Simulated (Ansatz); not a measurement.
Method: Ansatz (a quantum-chemistry and plane-wave program) with frozen-core CCSD(T)/cc-pVTZ // r2SCAN-D4/def2-TZVP.

Ansatz 0.2 input:
```yaml
crystal:
  periodic: [false, false, false]
  atoms:
    - { symbol: N, position_ang: [-1.328742, -1.230726, -0.241276] }
    - { symbol: Ga, position_ang: [0.009037, -0.001446, -0.056516] }
    - { symbol: N, position_ang: [1.744632, -0.563466, 0.02819] }
    - { symbol: N, position_ang: [-0.355359, 1.771974, -0.296212] }
    - { symbol: H, position_ang: [-1.189497, -2.178254, 0.074301] }
    - { symbol: H, position_ang: [-2.288317, -0.957325, -0.095498] }
    - { symbol: H, position_ang: [1.956565, -1.494648, 0.352001] }
    - { symbol: H, position_ang: [2.467179, 0.075362, 0.322559] }
    - { symbol: H, position_ang: [0.316084, 2.467207, -0.008712] }
    - { symbol: H, position_ang: [-1.291436, 2.117547, -0.15064] }
basis:
  gaussian: { orbitals: cc-pVTZ }
correlation:
  method: ccsd_t
```

Output:

```
Functional definition: HF
1279 factors; integrals over basis functions are off by at most 1.0e-3 eV
mean field evaluation 1: about -56872.8123 eV, gradient 5.6e1 eV
mean field evaluation 2: about -56872.8890 eV, gradient 5.6e1 eV
mean field evaluation 4: about -56878.7960 eV, gradient 3.1e0 eV
mean field evaluation 8: about -56878.8391 eV, gradient 2.5e-1 eV
mean field evaluation 16: about -56876.8083 eV, gradient 3.2e1 eV
mean field -56878.83930527 eV, -2090.2587906067 hartree, gradient 1.5e-6 eV, S^2 0.000000; 0 other end points of the search recorded, 0 dependent functions left out
12 core orbitals not correlated
reference -56878.83930527 eV, -2090.2587906067 hartree; 17, 17 occupied and 188, 188 virtual orbitals, 1279 factors
second order -22.27303112 eV of doubles, -0.00000000 eV of singles
cycle   1  -22.18260242 eV  change    9.0e-2 eV  update   1.0e-1
cycle   2  -22.73570722 eV  change   -5.5e-1 eV  update   2.9e-2
cycle   3  -22.84643920 eV  change   -1.1e-1 eV  update   1.4e-2
cycle   4  -22.83554083 eV  change    1.1e-2 eV  update   3.3e-3
cycle   5  -22.83565756 eV  change   -1.2e-4 eV  update   1.6e-3
cycle   6  -22.83581006 eV  change   -1.5e-4 eV  update   4.3e-4
cycle   7  -22.83546322 eV  change    3.5e-4 eV  update   1.7e-4
cycle   8  -22.83543652 eV  change    2.7e-5 eV  update   5.0e-5
cycle   9  -22.83544140 eV  change   -4.9e-6 eV  update   1.9e-5
perturbative correction -0.94868903 eV, -0.0348636787 hartree
Total energy: -56902.62343570 eV, -2091.1328412785 hartree
```

Cost: around 7 core-minutes (rough).
